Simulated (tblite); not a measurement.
Q: What does the GFN2-xTB structure of InChI=1S/C7H10P/c1-3-7-5-8-4-6(7)2/h4-5H,3H2,1-2H3/q-1 look like in three dimensions? (Charge -1.)

A: 
```
atom  x, y, z in Å
C1     2.0328   -0.6023    0.6765
C2     1.1799   -0.6291   -0.5953
C3     0.1150    0.4302   -0.5718
C4     0.2981    1.6994   -1.0846
P5    -1.0911    2.7323   -0.8871
C6    -1.9200    1.4188   -0.0939
C7    -1.1619    0.2698    0.0003
C8    -1.6565   -1.0013    0.6287
H9     1.4082   -0.7720    1.5513
H10    2.8122   -1.3681    0.6523
H11    2.5032    0.3735    0.7834
H12    0.7247   -1.6205   -0.6988
H13    1.8357   -0.4715   -1.4592
H14    1.2063    2.0326   -1.5709
H15   -2.9316    1.5133    0.2801
H16   -2.6884   -0.8819    0.9608
H17   -1.6233   -1.8350   -0.0803
H18   -1.0521   -1.2818    1.4969
```

Any rigid rotation of these coordinates is as good. Atoms count from 1 in this order. C4 (aromatic CH carbon) is planar (angles 124.1°, 122.5° and 113.4°, sum 360.0°, 0.00 Å off the plane of its three neighbours). C3 (substituted aromatic carbon) is planar (angles 124.7°, 123.2° and 112.1°, sum 360.0°, 0.01 Å off the plane of its three neighbours). C7 (substituted aromatic carbon) is planar (angles 124.4°, 123.5° and 112.1°, sum 360.0°, 0.00 Å off the plane of its three neighbours). Of the pairs four or more bonds apart, C8···H12 is among the closest relative to their van der Waals radii: 2.80 Å, 96 % of the sum of Bondi's values.

Bonds between heavy atoms (Å): C1–C2 1.532, C2–C3 1.502, C3–C4 1.381, C4–P5 1.742, P5–C6 1.744, C6–C7 1.380, C7–C8 1.502, C3–C7 1.408.

Computed geometry: GFN2-xTB, gas phase.

Point group: C1 (no symmetry element, even within 0.4 Å). Its GFN2-xTB frequencies are all real (lowest 60 cm⁻¹). Torsions: C1–C2–C3–C4 91°. 3 starts were optimised and ended at 0.00, 0.01 and 1.06 kcal/mol (GFN2-xTB); the lowest of these is shown.

One conformer stands for the species.
